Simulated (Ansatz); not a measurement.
A made-up structure of CHSSe (charge +1), singlet:

S1  (-0.776, 0.727, -0.881)
C2  (0.084, -0.584, 0.052)
Se3  (0.874, -2.008, 0.892)
H4  (-0.182, 1.865, -0.063)
(Å)

It is relaxed with PBE-D4/def2-SVP and then PBE0-D4/def2-TZVP (Ansatz 0.2.0). Atoms count as bonded within 1.22 times the sum of their covalent radii (H–H: 0.88 Å). The end point is not checked to be a true minimum.

Task: Does its bonding change? (Judge from chemistry; the calculation decides.)

Result: The calculation gives: No: no bond forms or breaks.

Where it ends: The first stage lowers the energy by 1.14 eV in 5 steps. It ends as CHSSe ([SH][C][Se]), total charge +1:
S1  (-0.692, 0.649, -0.787)
C2  (0.075, -0.522, 0.047)
Se3  (0.781, -1.793, 0.797)
H4  (-0.163, 1.666, -0.057)
(Å)

Labels in which every atom is bracketed show which atoms are joined, not bond orders.

For scale, one of the runs: PBE0-D4/def2-TZVP relaxation, 122 basis functions, launched by `ansatz run in.yaml --threads 2 --pin off --events-out ev --progress --plain --max-ram 4352MiB`. Hardware: 2 CPU threads of an Intel Xeon 6975P-C, shared host. Wall time about 12 s.
